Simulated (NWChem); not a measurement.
System: CH4FNSi2; SMILES F[Si@H]1C=N[SiH2]1

NWChem input:

```
start job
memory heap 200 mb stack 900 mb global 1100 mb
geometry units angstroms noautosym nocenter noautoz
  F     -0.323573    -2.213748    -0.554910
  Si    -0.000082    -0.909715     0.368776
  C      1.445352     0.251852    -0.095325
  N      0.974169     1.449567    -0.113141
  Si    -0.822141     1.243966    -0.009937
  H      0.103606    -1.418483     1.771531
  H      2.528834     0.080124    -0.243442
  H     -1.473694     2.081418     1.040869
  H     -1.450707     1.537008    -1.330246
end
basis spherical
  * library def2-svp
end
dft
  xc pbe0
  iterations 150
end
property
  efieldgrad
end
task dft property
```

NWChem printed, in part:

```
             Northwest Computational Chemistry Package (NWChem) 7.3.0
             --------------------------------------------------------

                             Geometry "geometry" -> ""
                             -------------------------

 Output coordinates in angstroms (scale by  1.889725989 to convert to a.u.)

  No.       Tag          Charge          X              Y              Z
 ---- ---------------- ---------- -------------- -------------- --------------
    1 F                    9.0000    -0.32357300    -2.21374800    -0.55491000
    2 Si                  14.0000    -0.00008200    -0.90971500     0.36877600
    3 C                    6.0000     1.44535200     0.25185200    -0.09532500
    4 N                    7.0000     0.97416900     1.44956700    -0.11314100
    5 Si                  14.0000    -0.82214100     1.24396600    -0.00993700
    6 H                    1.0000     0.10360600    -1.41848300     1.77153100
    7 H                    1.0000     2.52883400     0.08012400    -0.24344200
    8 H                    1.0000    -1.47369400     2.08141800     1.04086900
    9 H                    1.0000    -1.45070700     1.53700800    -1.33024600

 Effective nuclear repulsion energy (a.u.)     272.9005160365

                              NWChem Property Module
                              ----------------------

  itol2e modified to match energy
  convergence criterion.

                                 NWChem DFT Module
                                 -----------------

 Summary of "ao basis" -> "ao basis" (spherical)
 ------------------------------------------------------------------------------
       Tag                 Description            Shells   Functions and Types
 ---------------- ------------------------------  ------  ---------------------
 F                          def2-svp                 6       14   3s2p1d
 Si                         def2-svp                 8       18   4s3p1d
 C                          def2-svp                 6       14   3s2p1d
 N                          def2-svp                 6       14   3s2p1d
 H                          def2-svp                 3        5   2s1p

  itol2e modified to match energy
  convergence criterion.

            General Information
            -------------------
          SCF calculation type: DFT
          Wavefunction type:  closed shell.
          No. of atoms     :     9
          No. of electrons :    54
           Alpha electrons :    27
            Beta electrons :    27
          Charge           :     0
          Spin multiplicity:     1
          Use of symmetry is: off; symmetry adaption is: off
          Maximum number of iterations: 150
          AO basis - number of functions:    98
                     number of shells:    46
          Convergence on energy requested:  1.00D-07
          Convergence on density requested:  1.00D-05
          Convergence on gradient requested:  5.00D-04

              XC Information
              --------------
                         PBE0 Method XC Functional
                     Hartree-Fock (Exact) Exchange  0.250
          PerdewBurkeErnzerhof Exchange Functional  0.750
            Perdew 1991 LDA Correlation Functional  1.000 local
           PerdewBurkeErnz. Correlation Functional  1.000 non-local

             Grid Information
             ----------------
          Grid used for XC integration:  fine
          Radial quadrature: Mura-Knowles
          Angular quadrature: Lebedev.
          Tag              B.-S. Rad. Rad. Pts. Rad. Cut. Ang. Pts.
          ---              ---------- --------- --------- ---------
          F                   0.50       70          12.0       590
          Si                  1.10      123          10.0       770
          C                   0.70       70          10.0       590
          N                   0.65       70          10.0       590
          H                   0.35       60          12.0       590
          Grid pruning is: on
          Number of quadrature shells:   696
          Spatial weights used:  Erf1

[...]

          -----------------------
          Electric field gradient
          -----------------------

 1 a.u. = 0.324123 10**(16) esu/cm**3  ( or statvolts/cm**2 ) = 0.97174 10**(22) v/m**2

 ------------------------------------------------------------
   Atom      X         Y         Z
 ------------------------------------------------------------
    1 F   -0.61146  -4.18338  -1.04863
 ------------------------------------------------------------

 Electric field gradient in molecular frame (a.u.)
         XX             YY             ZZ             XY             XZ             YZ
 ------------------------------------------------------------------------------------------
        0.451417      -0.544550       0.093133      -0.282704      -0.160109      -0.844519

 Principal components (a.u.) and orientation
 of principal axis w.r.t. absolute frame                      Asymmetry parameter eta
 --------------------------------------------------------------------------------------
       -1.192139       0.681890       0.510250                       0.143977

        0.193227       0.165977       0.967014
        0.808763      -0.584942      -0.061207
        0.555488       0.793911      -0.247262

 ------------------------------------------------------------
   Atom      X         Y         Z
 ------------------------------------------------------------
    2 Si  -0.00015  -1.71911   0.69689
 ------------------------------------------------------------

 Electric field gradient in molecular frame (a.u.)
         XX             YY             ZZ             XY             XZ             YZ
 ------------------------------------------------------------------------------------------
       -0.019163      -0.033587       0.052751      -0.132344      -0.055391      -0.472746

 Principal components (a.u.) and orientation
 of principal axis w.r.t. absolute frame                      Asymmetry parameter eta
 --------------------------------------------------------------------------------------
       -0.503030       0.489067       0.013963                       0.944484

        0.270101       0.098295       0.957801
        0.719952      -0.681137      -0.133125
        0.639308       0.725528      -0.254743

 ------------------------------------------------------------
   Atom      X         Y         Z
 ------------------------------------------------------------
    3 C    2.73132   0.47593  -0.18014
 ------------------------------------------------------------

 Electric field gradient in molecular frame (a.u.)
         XX             YY             ZZ             XY             XZ             YZ
 ------------------------------------------------------------------------------------------
        0.192431       0.211311      -0.403742       0.011275      -0.115033      -0.076776

 Principal components (a.u.) and orientation
 of principal axis w.r.t. absolute frame                      Asymmetry parameter eta
 --------------------------------------------------------------------------------------
       -0.433538       0.241918       0.191620                       0.116019

        0.177604       0.638888       0.748517
        0.113284       0.742280      -0.660444
        0.977560      -0.202092      -0.059456

 ------------------------------------------------------------
   Atom      X         Y         Z
 ------------------------------------------------------------
    4 N    1.84091   2.73928  -0.21381
 ------------------------------------------------------------

 Electric field gradient in molecular frame (a.u.)
         XX             YY             ZZ             XY             XZ             YZ
 ------------------------------------------------------------------------------------------
        0.337926       0.576660      -0.914586       0.466167      -0.125872      -0.103044

 Principal components (a.u.) and orientation
 of principal axis w.r.t. absolute frame                      Asymmetry parameter eta
 --------------------------------------------------------------------------------------
        0.951983      -0.929500      -0.022483                       0.952766

        0.613444       0.083309       0.785332
        0.785182       0.042331      -0.617817
       -0.084713       0.995624      -0.039445

 ------------------------------------------------------------
   Atom      X         Y         Z
 ------------------------------------------------------------
    5 Si  -1.55362   2.35075  -0.01878
 ------------------------------------------------------------

 Electric field gradient in molecular frame (a.u.)
         XX             YY             ZZ             XY             XZ             YZ
 ------------------------------------------------------------------------------------------
       -0.199445       0.020267       0.179178      -0.347714       0.082986       0.020026

 Principal components (a.u.) and orientation
 of principal axis w.r.t. absolute frame                      Asymmetry parameter eta
 --------------------------------------------------------------------------------------
       -0.463916       0.286054       0.177862                       0.233216

        0.803800      -0.587488      -0.093615
        0.582286       0.744721       0.326088
       -0.121856      -0.316620       0.940693

 ------------------------------------------------------------
   Atom      X         Y         Z
 ------------------------------------------------------------
    6 H    0.19579  -2.68054   3.34771
 ------------------------------------------------------------

 Electric field gradient in molecular frame (a.u.)
         XX             YY             ZZ             XY             XZ             YZ
 ------------------------------------------------------------------------------------------
        0.071312       0.046944      -0.118256       0.003271      -0.014192       0.064966

[...]
```

Level: PBE0/def2-SVP. Coordinates come from a PBE0/def2-SVP optimisation. NWChem prints the field gradient with the sign opposite to the second derivative of the potential.
